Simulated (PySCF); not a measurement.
SMILES CB(C)CC[SiH2]Cl (C4H12BClSi) (GFN2-xTB optimised geometry):

```
19

Si    -1.965    -2.244     1.800
Cl    -2.062    -2.650     3.781
C     -0.996    -0.629     1.554
C     -0.905    -0.209     0.071
B     -0.103     1.158     0.000
C     -0.893     2.522     0.000
C      1.473     1.158     0.000
H     -1.291    -3.365     1.149
H     -3.336    -2.113     1.308
H      0.016    -0.734     1.953
H     -1.463     0.179     2.122
H     -1.920    -0.124    -0.322
H     -0.418    -1.015    -0.481
H     -1.164     2.763    -1.029
H     -0.318     3.365     0.375
H     -1.828     2.473     0.553
H      1.828     1.401     1.003
H      1.920     0.205    -0.273
H      1.887     1.925    -0.652
```

Computed with PBE0/def2-SVP (PySCF 2.14.0).

### Question
What are the frontier orbital energies and the dipole moment?

### Answer
HOMO-2 -8.69 eV, HOMO-1 -8.61 eV, HOMO -7.78 eV, LUMO -0.43 eV, LUMO+1 0.88 eV; dipole moment 1.85 D.

Meta-Löwdin charges at PBE0/def2-SVP: Si1 0.68, Cl2 -0.29, C3 -0.39, C4 -0.28, B5 0.27, C6 -0.43, C7 -0.43, H8 -0.10, H9 -0.10, H10 0.11, H11 0.11, H12 0.09, H13 0.09, H14 0.13, H15 0.10, H16 0.11, H17 0.13, H18 0.10, H19 0.11.
